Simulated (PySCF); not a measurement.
How exact exchange moves a shielding

Molecule: `B/C=C\C#C`, C4H5B.

Atoms are numbered as in `[BH2:1]/[CH:2]=[CH:3]\[C:4]#[CH:5]`. Each H is labelled by its parent atom.

GIAO shieldings (ppm, equivalent atoms averaged) in PySCF on the PBE0-D3(BJ)/def2-SVP geometry, basis pcSseg-2, gas phase, non-relativistic:

| functional | exact exchange (%) | σ(B1) | σ(C2) | σ(C5) | σ(C4) |
| --- | --- | --- | --- | --- | --- |
| BLYP | 0 | 21.0 | 15.4 | 72.5 | 84.2 |
| BP86 | 0 | 23.2 | 20.2 | 73.7 | 87.5 |
| PBE | 0 | 21.3 | 19.5 | 73.3 | 87.0 |
| B3LYP | 20 | 25.2 | 20.2 | 76.3 | 91.9 |
| mPW1PW91 | 25 | 27.8 | 25.2 | 78.1 | 96.3 |
| BHandHLYP | 50 | 32.4 | 27.1 | 81.3 | 102.2 |
| HF | 100 | 47.5 | 40.0 | 87.9 | 118.4 |

**Question.** Fit each shielding as a line in the percentage of exact exchange.

**Answer.** σ(B1) = 21.3 + 0.25 x (rms 1.1 ppm); σ(C2) = 18.0 + 0.21 x (rms 1.9 ppm); σ(C5) = 73.4 + 0.15 x (rms 0.6 ppm); σ(C4) = 86.4 + 0.32 x (rms 1.2 ppm). The functionals also differ in their semilocal parts, which the line can't hold; Hartree–Fock has no correlation at all.

**Question.** What does the line predict for PBE0 (25 %), and what does the run give?

**Answer.** σ(B1): 27.6 predicted, 27.1 computed; σ(C2): 23.2 predicted, 25.5 computed; σ(C5): 77.2 predicted, 78.4 computed; σ(C4): 94.4 predicted, 96.6 computed ppm.
